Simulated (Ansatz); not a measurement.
C$_{5}$H$_{14}$FNSn (`[CH3][SnH]([F])[NH]C(C)(C)C`) from Hartree–Fock to CCSD(T)

```xyz
22

C    -2.305   -0.801    2.285
Sn   -1.972    0.253    0.476
F    -3.471   -0.186   -0.662
N    -0.462   -0.566   -0.585
C     0.870    0.033   -0.637
C     1.303    0.350    0.789
C     0.904    1.308   -1.481
C     1.822   -0.999   -1.236
H    -2.329   -1.868    2.065
H    -1.496   -0.597    2.988
H    -3.253   -0.497    2.729
H    -1.972    1.963    0.594
H    -0.785   -0.820   -1.513
H     2.323    0.739    0.813
H     0.663    1.120    1.239
H     1.258   -0.548    1.411
H     0.584    1.096   -2.505
H     0.233    2.067   -1.070
H     1.910    1.736   -1.524
H     1.818   -1.911   -0.636
H     2.844   -0.613   -1.286
H     1.513   -1.260   -2.252
```

Charge 0, multiplicity 1. Correlated methods include outer-core shells of Sn, which these sets cover unevenly. Sn: def2 effective core potential. All single points use the PBE0-D4/def2-TZVP geometry. It is one conformer, not always the lowest. Frozen core, restricted reference, the Gaussian-basis code of Ansatz.

| basis | HF (Eh) | MP2 corr. | CCSD corr. | (T) | CCSD(T) total |
| --- | --- | --- | --- | --- | --- |
| def2-SVP | -564.48219 | -1.20381 | -1.29054 | -0.03671 | -565.80944 |
| def2-TZVPP | -564.90520 | -1.68599 | -1.74200 | -0.06474 | -566.71194 |
| def2-QZVPP | -564.92478 | -1.99441 | – | – | – |
